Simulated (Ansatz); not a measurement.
Consider the homolysis of the H–Si bond: `Cl[SiH2]N[SiH2]Cl` → H• + `Cl[SiH]N[SiH2]Cl`•.

Computed with Ansatz on PBE0-D4/def2-TZVP structures; ΔE is electronic, products minus reactants. CCSD(T)/CBS is the MP2 limit (def2-TZVPP, def2-QZVPP) plus CCSD(T) − MP2 in def2-TZVPP, frozen cores. This one scheme is used for every species, atoms too. DFT in def2-TZVPP. B3LYP here is the variant with VWN-RPA as its local correlation; programs differ in this. No spin–orbit coupling; open shells (•) take unrestricted orbitals. Each species was taken in one conformer, which may not be the lowest.

```json
{"level": "PBE-D4", "ΔE (kcal/mol)": "91.1", "difference from CCSD(T)/CBS": "-8.2"}
{"level": "r2SCAN-D4", "ΔE (kcal/mol)": "93.1", "difference from CCSD(T)/CBS": "-6.2"}
{"level": "PBE0-D4", "ΔE (kcal/mol)": "92.9", "difference from CCSD(T)/CBS": "-6.4"}
{"level": "B3LYP-D4", "ΔE (kcal/mol)": "95.7", "difference from CCSD(T)/CBS": "-3.6"}
{"level": "ωB97X-V", "ΔE (kcal/mol)": "98.2", "difference from CCSD(T)/CBS": "-1.1"}
{"level": "ωB97M-V", "ΔE (kcal/mol)": "98.8", "difference from CCSD(T)/CBS": "-0.5"}
{"level": "B2PLYP", "ΔE (kcal/mol)": "96.3", "difference from CCSD(T)/CBS": "-3.0"}
{"level": "PBE", "ΔE (kcal/mol)": "91.1", "difference from CCSD(T)/CBS": "-8.2"}
{"level": "r2SCAN", "ΔE (kcal/mol)": "93.0", "difference from CCSD(T)/CBS": "-6.3"}
{"level": "PBE0", "ΔE (kcal/mol)": "92.9", "difference from CCSD(T)/CBS": "-6.4"}
{"level": "B3LYP", "ΔE (kcal/mol)": "95.7", "difference from CCSD(T)/CBS": "-3.6"}
{"level": "HF/def2-TZVPP", "ΔE (kcal/mol)": "79.0", "difference from CCSD(T)/CBS": "-20.3"}
{"level": "MP2/def2-TZVPP", "ΔE (kcal/mol)": "95.4", "difference from CCSD(T)/CBS": "-3.9"}
{"level": "SCS-MP2/def2-TZVPP", "ΔE (kcal/mol)": "98.4", "difference from CCSD(T)/CBS": "-0.9"}
{"level": "CCSD/def2-TZVPP", "ΔE (kcal/mol)": "97.7", "difference from CCSD(T)/CBS": "-1.6"}
{"level": "CCSD(T)/def2-TZVPP", "ΔE (kcal/mol)": "97.6", "difference from CCSD(T)/CBS": "-1.7"}
{"level": "HF/def2-QZVPP", "ΔE (kcal/mol)": "79.0", "difference from CCSD(T)/CBS": "-20.3"}
{"level": "MP2/def2-QZVPP", "ΔE (kcal/mol)": "96.3", "difference from CCSD(T)/CBS": "-3.0"}
{"level": "SCS-MP2/def2-QZVPP", "ΔE (kcal/mol)": "99.6", "difference from CCSD(T)/CBS": "0.3"}
{"level": "HF/CBS(def2)", "ΔE (kcal/mol)": "79.0", "difference from CCSD(T)/CBS": "-20.3"}
{"level": "MP2/CBS(def2)", "ΔE (kcal/mol)": "97.0", "difference from CCSD(T)/CBS": "-2.3"}
{"level": "CCSD/CBS(def2)", "ΔE (kcal/mol)": "99.4", "difference from CCSD(T)/CBS": "0.1"}
{"level": "CCSD(T)/CBS", "ΔE (kcal/mol)": "99.3", "difference from CCSD(T)/CBS": "0"}
```

Largest T1 diagnostic among the species: 0.012.

From PBE to PBE0 (25 % exact exchange), in def2-TZVPP and without D4, ΔE moves by +1.8 kcal/mol. In def2-TZVPP, CCSD(T) changes the Hartree–Fock value by +18.6 kcal/mol (the triples alone add −0.1 kcal/mol) and MP2 by +16.4 kcal/mol; breaking electron pairs costs correlation energy, which Hartree–Fock lacks.

CCSD(T)/CBS has its own doubt, a few kJ/mol and more with outer-core shells, so smaller differences from it don't rank the levels.
